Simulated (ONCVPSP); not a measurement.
# Before and after: ONCV potential for Bi (Z = 83)

```
Element                 : Bi (Z = 83)
Generator               : ONCVPSP 4.0.1
Type                    : optimised norm-conserving Vanderbilt (ONCV)
Functional              : PBE
Relativity              : scalar-relativistic
Frozen core             : [Xe] 4f14 5d10
Valence charge          : 5
Reference configuration : 6s2 6p2.5 (charge +0.5)
Partial waves           : 6s: rc 1.60 bohr, ncon 4, nbas 7, qcut 3.8 1/bohr, 2 projectors, debl 1 Ha; 6p: rc 2.50 bohr, ncon 4, nbas 9, qcut 2.8 1/bohr, 1 projector; d scattering state at 0.04 Ha: rc 2.30 bohr, ncon 4, nbas 8, qcut 4.2 1/bohr, 1 projector
Local potential         : polynomial inside 1.20 bohr (lpopt 5, dvloc0 3 Ha)
Core correction         : Teter function, fcfact 2.5, rcfact 1.25
```

All-electron outer shells of the reference configuration (PBE, scalar-relativistic, ld1.x):

| shell | level (eV) | outermost node (bohr) | outermost maximum (bohr) |
| --- | --- | --- | --- |
| 5p | -99.74 | 0.48 | 0.86 |
| 5d | -30.95 | 0.51 | 1.03 |
| 6s | -18.15 | 0.98 | 1.86 |
| 6p | -7.87 | 1.14 | 2.41 |

Change: local potential polynomial inside 1.20 bohr (lpopt 5, dvloc0 6.5 Ha).

Cutoffs: the cutoffs (Ha) at which the residual kinetic energy of the hardest occupied pseudo-wave falls to 1 and 0.1 mHa per electron; they do not see the model core or the augmentation charge, which bear on the density cutoff. Errors are all-electron minus pseudo energies relative to the spin-unpolarised reference configuration.

Q: How do hardness, ghosts and transferability respond?

A: The potential gets neither clearly harder nor softer (43 Ha and 54 Ha → 43 Ha and 54 Ha); the bound ghosts move from d, p, s to p, s; the lowest positive-energy flag moves from none to d at 6.2 eV; the number of tests with a reliable result goes from 4 to 2. In the separable form a ghost depends on how the local part lies against the semilocal potential of the channel, so the choice of the local part can create or remove one.

```csv
quantity,base,changed
"cutoff, loose",43 Ha,43 Ha
"cutoff, tight",54 Ha,54 Ha
bound ghosts,"s, p, d","s, p"
GHOST(+) flags under 300 eV,none,d at 6.2 eV
tests with a reliable result,4 of 4,2 of 4
"error for 6s2 6p3, meV [ΔE -3.10 eV]",+1.6,-0.7
"error for 6s2 6p2, meV [ΔE 4.82 eV]",-2.9,-5.2
s: phases at 1.62 bohr within 0.05 rad from the reference energy up to (Ha; the scan ends near 5),to the end of the scan,to the end of the scan
p: phases at 2.54 bohr within 0.05 rad from the reference energy up to (Ha; the scan ends near 5),1.4,2.1
d: phases at 2.33 bohr within 0.05 rad from the reference energy up to (Ha; the scan ends near 5),0.3,0.1
"rms error of d²Exc/dni dnj with the model core, mHa",4.39,4.39
```

 A true bound ghost makes a file unfit for plane-wave use even where its test errors are small: the radial tests pick states by their node count and pass the ghost by.
